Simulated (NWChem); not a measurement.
Everything below was run with NWChem. System: CHO₂, charge 1, spin multiplicity 1, at the geometry of a parent with another charge or spin, in a state set for the comparison that need not be this species' ground state. Level: B3LYP/def2-TZVP, VWN1-RPA local correlation.

The NWChem input:

```
start mol
memory heap 200 mb stack 900 mb global 1100 mb
charge 1
geometry units angstroms nocenter noautoz
  O     -0.945275     0.680764     0.000000
  C     -0.305506    -0.313274     0.000000
  O      0.994428    -0.492952     0.000000
  H      1.439816     0.377152     0.000000
  symmetry group Cs
end
basis spherical
  * library def2-tzvp
end
dft
  xc b3lyp
  semidirect memsize 60000000 filesize 0
  iterations 100
end
task dft energy
```

Output (cleaned and shortened):

```
             Northwest Computational Chemistry Package (NWChem) 7.3.0
             --------------------------------------------------------

                                NWChem Input Module
                                -------------------

 Scaling coordinates for geometry "geometry" by  1.889725989
 (inverse scale =  0.529177249)

 Turning off AUTOSYM since
 SYMMETRY directive was detected!

                             Geometry "geometry" -> ""
                             -------------------------

 Output coordinates in angstroms (scale by  1.889725989 to convert to a.u.)

  No.       Tag          Charge          X              Y              Z
 ---- ---------------- ---------- -------------- -------------- --------------
    1 O                    8.0000    -0.94527500     0.68076400     0.00000000
    2 C                    6.0000    -0.30550600    -0.31327400     0.00000000
    3 O                    8.0000     0.99442800    -0.49295200     0.00000000
    4 H                    1.0000     1.43981600     0.37715200     0.00000000

 Effective nuclear repulsion energy (a.u.)      63.5645329945

            Nuclear Dipole moment (a.u.)
            ----------------------------
        X                 Y               Z
 ---------------- ---------------- ----------------
     0.0000075589     0.0000075589     0.0000000000

      Symmetry information
      --------------------

 Group name             Cs
 Group number              2
 Group order               2
 No. of unique centers     4

      Symmetry unique atoms

     1    2    3    4


 Summary of "ao basis" -> "" (spherical)
 ------------------------------------------------------------------------------
       Tag                 Description            Shells   Functions and Types
 ---------------- ------------------------------  ------  ---------------------
 *                         def2-tzvp                  on all atoms

                                 NWChem DFT Module
                                 -----------------

 Summary of "ao basis" -> "ao basis" (spherical)
 ------------------------------------------------------------------------------
       Tag                 Description            Shells   Functions and Types
 ---------------- ------------------------------  ------  ---------------------
 O                         def2-tzvp                11       31   5s3p2d1f
 C                         def2-tzvp                11       31   5s3p2d1f
 H                         def2-tzvp                 4        6   3s1p

 Summary of "ao basis" -> "ao basis" (spherical)
 ------------------------------------------------------------------------------
       Tag                 Description            Shells   Functions and Types
 ---------------- ------------------------------  ------  ---------------------
 O                         def2-tzvp                11       31   5s3p2d1f
 C                         def2-tzvp                11       31   5s3p2d1f
 H                         def2-tzvp                 4        6   3s1p

      Symmetry analysis of basis
      --------------------------

        a'         68
        a"         31

            General Information
            -------------------
          SCF calculation type: DFT
          Wavefunction type:  closed shell.
          No. of atoms     :     4
          No. of electrons :    22
           Alpha electrons :    11
            Beta electrons :    11
          Charge           :     1
          Spin multiplicity:     1
          Use of symmetry is: on ; symmetry adaption is: on
          Maximum number of iterations: 100
          AO basis - number of functions:    99
                     number of shells:    37
          Convergence on energy requested:  1.00D-06
          Convergence on density requested:  1.00D-05
          Convergence on gradient requested:  5.00D-04

              XC Information
              --------------
                         B3LYP Method XC Potential
                     Hartree-Fock (Exact) Exchange  0.200
                        Slater Exchange Functional  0.800 local
                    Becke 1988 Exchange Functional  0.720 non-local
              Lee-Yang-Parr Correlation Functional  0.810
                  VWN I RPA Correlation Functional  0.190 local

             Grid Information
             ----------------
          Grid used for XC integration:  medium
          Radial quadrature: Mura-Knowles
          Angular quadrature: Lebedev.
          Tag              B.-S. Rad. Rad. Pts. Rad. Cut. Ang. Pts.
          ---              ---------- --------- --------- ---------
          O                   0.60       49           8.0       434
          C                   0.70       49           8.0       434
          H                   0.35       45           8.0       434
          Grid pruning is: on
          Number of quadrature shells:   192
          Spatial weights used:  Erf1

          Convergence Information
          -----------------------
          Convergence aids based upon iterative change in
          total energy or number of iterations.
          Levelshifting, if invoked, occurs when the
          HOMO/LUMO gap drops below (HL_TOL):  1.00D-02
          DIIS, if invoked, will attempt to extrapolate
          using up to (NFOCK): 10 stored Fock matrices.

                    Damping( 0%)  Levelshifting(0.5)       DIIS
                  --------------- ------------------- ---------------
          dE  on:    start            ASAP                start
          dE off:    2 iters        100 iters           100 iters

      Screening Tolerance Information
      -------------------------------
          Density screening/tol_rho:  1.00D-10
          AO Gaussian exp screening on grid/accAOfunc:  14
          CD Gaussian exp screening on grid/accCDfunc:  20
          XC Gaussian exp screening on grid/accXCfunc:  20
          Schwarz screening/accCoul:  1.00D-08

      Superposition of Atomic Density Guess
      -------------------------------------

 Sum of atomic energies:        -187.73975190

 Renormalizing density from      23.00 to     22

      Non-variational initial energy
      ------------------------------

 Total energy =    -183.201195
 1-e energy   =    -366.231209
 2-e energy   =     119.465480
 HOMO         =      -0.930503
 LUMO         =      -0.563130

      Symmetry analysis of molecular orbitals - initial
      -------------------------------------------------

  Numbering of irreducible representations:

     1 a'          2 a"

  Orbital symmetries:

     1 a'          2 a'          3 a'          4 a'          5 a'
     6 a'          7 a'          8 a'          9 a"         10 a'
    11 a"         12 a'         13 a"         14 a'         15 a'
    16 a'         17 a'         18 a"         19 a'         20 a'
    21 a'

------------------------------------------------------------
EAF file 0: "./mol.aoints.0" size=524288 bytes
------------------------------------------------------------
               write      read    awrite     aread      wait
               -----      ----    ------     -----      ----
     calls:        1         0         0         0         0
   data(b): 5.24e+05  0.00e+00  0.00e+00  0.00e+00
   time(s): 0.00e+00  0.00e+00  0.00e+00  0.00e+00  0.00e+00
rate(mb/s): 0.00e+00  0.00e+00
------------------------------------------------------------

   convergence    iter        energy       DeltaE   RMS-Dens  Diis-err    time
 ---------------- ----- ----------------- --------- --------- ---------  ------
 d= 0,ls=0.0,diis     1   -188.5071537476 -2.52D+02  1.92D-02  3.07D+00     2.3
 d= 0,ls=0.0,diis     2   -186.8759974648  1.63D+00  1.49D-02  1.84D+01     2.6
 d= 0,ls=0.0,diis     3   -188.7235610120 -1.85D+00  4.13D-03  8.37D-01     2.8
 d= 0,ls=0.0,diis     4   -188.7863569571 -6.28D-02  1.33D-03  1.99D-01     3.1
 d= 0,ls=0.0,diis     5   -188.8036227773 -1.73D-02  2.11D-04  3.00D-03     3.4
  Resetting Diis
 d= 0,ls=0.0,diis     6   -188.8039210003 -2.98D-04  5.75D-05  3.19D-04     3.7
 d= 0,ls=0.0,diis     7   -188.8039519509 -3.10D-05  3.81D-05  1.19D-05     4.0
 d= 0,ls=0.0,diis     8   -188.8039445899  7.36D-06  3.09D-05  9.06D-05     4.3
 d= 0,ls=0.0,diis     9   -188.8039530302 -8.44D-06  4.07D-06  1.29D-06     4.6
 d= 0,ls=0.0,diis    10   -188.8039531417 -1.11D-07  1.14D-06  1.21D-07     4.8

         Total DFT energy =     -188.803953141686
      One electron energy =     -376.290340486295
           Coulomb energy =      146.434365769495
    Exchange-Corr. energy =      -22.512511419341
 Nuclear repulsion energy =       63.564532994455

 Numeric. integr. density =       21.999999451515

     Total iterative time =      4.3s

                  Occupations of the irreducible representations
                  ----------------------------------------------

                     irrep           alpha         beta
                     --------     --------     --------
                     a'                9.0          9.0
                     a"                2.0          2.0

                       DFT Final Molecular Orbital Analysis
                       ------------------------------------

 Vector    9  Occ=2.000000D+00  E=-8.188738D-01  Symmetry=a"
              MO Center= -2.1D-01,  3.9D-02, -4.7D-15, r^2= 1.4D+00
   Bfn.  Coefficient  Atom+Function         Bfn.  Coefficient  Atom+Function
  ----- ------------  ---------------      ----- ------------  ---------------
     8      0.303280  1 O  pz                39      0.289165  2 C  pz
    11      0.241804  1 O  pz                70      0.237201  3 O  pz
    42      0.228508  2 C  pz                73      0.197189  3 O  pz
    14      0.100069  1 O  pz                76      0.091999  3 O  pz
    45      0.038961  2 C  pz

 Vector   10  Occ=2.000000D+00  E=-7.186083D-01  Symmetry=a'
              MO Center=  1.2D-01, -1.3D-01, -1.4D-14, r^2= 1.9D+00
   Bfn.  Coefficient  Atom+Function         Bfn.  Coefficient  Atom+Function
  ----- ------------  ---------------      ----- ------------  ---------------
     6      0.321136  1 O  px                69     -0.313582  3 O  py
     9      0.257672  1 O  px                72     -0.252683  3 O  py
    38      0.164494  2 C  py                66      0.143378  3 O  s
    67      0.134531  3 O  s                 68      0.126945  3 O  px
    12      0.119953  1 O  px                75     -0.119757  3 O  py

 Vector   11  Occ=2.000000D+00  E=-6.949966D-01  Symmetry=a"
              MO Center=  2.4D-01, -5.0D-02,  1.1D-14, r^2= 1.7D+00
   Bfn.  Coefficient  Atom+Function         Bfn.  Coefficient  Atom+Function
  ----- ------------  ---------------      ----- ------------  ---------------
    70      0.395259  3 O  pz                73      0.331505  3 O  pz
     8     -0.317255  1 O  pz                11     -0.260698  1 O  pz
    76      0.193039  3 O  pz                14     -0.134017  1 O  pz
    54     -0.045026  2 C  d  1

 Vector   12  Occ=0.000000D+00  E=-4.975943D-01  Symmetry=a'
              MO Center= -4.3D-01, -2.3D-01, -4.6D-15, r^2= 1.5D+00
   Bfn.  Coefficient  Atom+Function         Bfn.  Coefficient  Atom+Function
  ----- ------------  ---------------      ----- ------------  ---------------
    35      0.335327  2 C  s                 38     -0.301744  2 C  py
    41     -0.265067  2 C  py                 7      0.250640  1 O  py
    36      0.241072  2 C  s                 10      0.197976  1 O  py
     6      0.187794  1 O  px                34      0.167427  2 C  s
    67     -0.166663  3 O  s                  9      0.164302  1 O  px

 Vector   13  Occ=0.000000D+00  E=-3.449638D-01  Symmetry=a"
              MO Center= -2.9D-01, -1.5D-01,  6.9D-15, r^2= 1.4D+00
   Bfn.  Coefficient  Atom+Function         Bfn.  Coefficient  Atom+Function
  ----- ------------  ---------------      ----- ------------  ---------------
    42      0.479349  2 C  pz                39      0.455903  2 C  pz
    45      0.294419  2 C  pz                 8     -0.292041  1 O  pz
    14     -0.272166  1 O  pz                11     -0.246678  1 O  pz
    70     -0.223977  3 O  pz                76     -0.218486  3 O  pz
    73     -0.189545  3 O  pz                52     -0.033247  2 C  d -1

 Vector   14  Occ=0.000000D+00  E=-2.119847D-01  Symmetry=a'
              MO Center=  1.4D+00,  5.9D-01, -1.6D-17, r^2= 2.3D+00
   Bfn.  Coefficient  Atom+Function         Bfn.  Coefficient  Atom+Function
  ----- ------------  ---------------      ----- ------------  ---------------
    96      1.202164  4 H  s                 67     -0.828311  3 O  s
    75     -0.359165  3 O  py                95      0.330403  4 H  s
    36      0.277600  2 C  s                  5     -0.215561  1 O  s
    69     -0.209809  3 O  py                72     -0.195051  3 O  py
    44      0.187067  2 C  py                66     -0.172510  3 O  s

 center of mass
 --------------
 x =  -0.06000369 y =  -0.01575479 z =   0.00000000

 moments of inertia (a.u.)
 ------------------
          45.057479766374          58.743325829211           0.000000000000
          58.743325829211         118.820949314541           0.000000000000
           0.000000000000           0.000000000000         163.878429080915

     Multipole analysis of the density
     ---------------------------------

     L   x y z        total         alpha         beta         nuclear
     -   - - -        -----         -----         ----         -------
     0   0 0 0      1.000000    -11.000000    -11.000000     23.000000

     1   1 0 0      0.388121      0.194057      0.194057      0.000008
     1   0 1 0      0.012174      0.006083      0.006083      0.000008
     1   0 0 1     -0.000000     -0.000000     -0.000000      0.000000

     2   2 0 0     -7.263160    -35.222159    -35.222159     63.181157
     2   1 1 0      2.051028     15.224858     15.224858    -28.398688
     2   1 0 1      0.000000      0.000000      0.000000      0.000000
     2   0 2 0     -9.338471    -16.065605    -16.065605     22.792738
     2   0 1 1     -0.000000     -0.000000     -0.000000      0.000000
     2   0 0 2    -10.473505     -5.236752     -5.236752      0.000000

 Task  times  cpu:        4.8s     wall:        4.8s

 Total times  cpu:        4.9s     wall:        4.9s
```
